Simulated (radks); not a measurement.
Kinetic energies: the exact non-interacting value of the Kohn-Sham orbitals and orbital-free approximations, as 100 (|E| - |E exact|)/|E exact|, negative where the magnitude is too small. Species: Ga+ [Ar] 3d10 4s2; Ir4+ [Xe] 4f14 5d5. Calculated with a radial shooting solver on a logarithmic mesh with Libxc functionals: non-relativistic Kohn-Sham, exchange-only B88, spin-polarised, spherical densities, point nucleus. Every spin shell is full or empty, so the densities are truly spherical. Functionals are evaluated on that one density, not self-consistently.

exact (hartree): Ga+ 1923.28; Ir4+ 16803.1
Thomas-Fermi: Ga+ -6.26; Ir4+ -4.70
TF + vW: Ga+ +42.54; Ir4+ +31.19
TF + vW/9: Ga+ -0.84; Ir4+ -0.71
APBEK: Ga+ +0.01; Ir4+ +0.03
revAPBEK: Ga+ +0.24; Ir4+ +0.17
Perdew 92: Ga+ -0.83; Ir4+ -0.70
Thakkar: Ga+ -0.54; Ir4+ -0.79
Pearson: Ga+ -1.25; Ir4+ -0.87
LKT: Ga+ +23.05; Ir4+ +16.14
PG1: Ga+ +18.25; Ir4+ +12.58
DePristo-Kress: Ga+ -0.17; Ir4+ -0.22
Ernzerhof: Ga+ -0.47; Ir4+ -0.49
